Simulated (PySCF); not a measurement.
Work out the structure from these simulated measurements.

Formula: C5H6OS.

| Item | Value |
| --- | --- |
| NMR, other nuclei | isotropic shieldings of nuclei other than C and H, by class: 34 (1 O), 534 (1 S) ppm [GIAO PBE0/pcSseg-1] |
| Dipole | 1.52 D [PBE0/pcSseg-1] |
| Rotational structure | rotational constants A, B, C: 5.912, 1.293, 1.207 GHz [GFN2-xTB] |
| 13C NMR | chemical shifts (computed TMS as zero) by class: 160.9 (1 C), 145.5 (1 C), 118.7 (1 C), 114.9 (1 C), 28.3 (1 C) ppm [GIAO PBE0/pcSseg-1] |
| 1H NMR | chemical shifts (computed TMS as zero) by class: 7.36 (1 H), 6.65 (1 H), 6.54 (1 H), 3.81 (2 H), 2.09 (1 H) ppm [GIAO PBE0/pcSseg-1] |

Electronic properties: PySCF, gas phase, density fitting. Levels stand in brackets. Geometry: GFN2-xTB, one conformer, isolated molecule. Each NMR value is the plain mean over a class of atoms that symmetry, rotation or inversion makes alike.

Task: What is the compound? Reason from the data.

Result: Numbering: `[SH:1][CH2:2][c:3]1[cH:4][cH:5][cH:6][o:7]1`. Its formula, C5H6OS, gives 3 degrees of unsaturation: 1 ring and 2 π bonds in the structure found (Kekulé form). 5 carbons fall into 5 classes; from least to most shielded: substituted aromatic carbon [C3] (160.9 ppm), aromatic CH next to a ring oxygen [C6] (145.5 ppm), aromatic CH carbon [C5] (118.7 ppm), aromatic CH carbon [C4] (114.9 ppm), chain sp3 carbon bound to sulfur [C2] (28.3 ppm). Hydrogen classes from least to most shielded: 1 H on an aromatic CH next to a ring oxygen, C6 (7.36 ppm), 1 H on an aromatic CH carbon, C5 (6.65 ppm), 1 H on an aromatic CH carbon, C4 (6.54 ppm), 2 H on an sp3 carbon bound to sulfur, C2 (3.81 ppm, a mean of values up to 0.8 ppm apart in this geometry), 1 H on a thiol sulfur, S1 (2.09 ppm). The other shieldings belong to: 34 ppm, furan-type oxygen [O7]; 534 ppm, thiol sulfur [S1]. The optimised geometry has point group C1 and is an asymmetric top. Structure: `SCc1ccco1`. Computed isomers that give other values at the same levels: `CSc1ccoc1` (13C chemical shifts (computed TMS as zero) by class: 148.6 (1 C), 137.5 (1 C), 132.2 (1 C), 116.3 (1 C), 19.3 (1 C) ppm); `COc1cccs1` (rotational constant A: 4.895 GHz; this holds for the one conformer computed); `CSc1ccco1` (13C chemical shifts (computed TMS as zero) by class: 154.4 (1 C), 145.8 (1 C), 119.4 (1 C), 109.4 (1 C), 17.7 (1 C) ppm). The assignments are read from this structure; whether some other isomer fits the data as well wasn't checked.

Conformer computed: `[SH:1][CH2:2][c:3]1[cH:4][cH:5][cH:6][o:7]1`: S1–C2–C3–C4 -87°, H–S1–C2–C3 -59°.
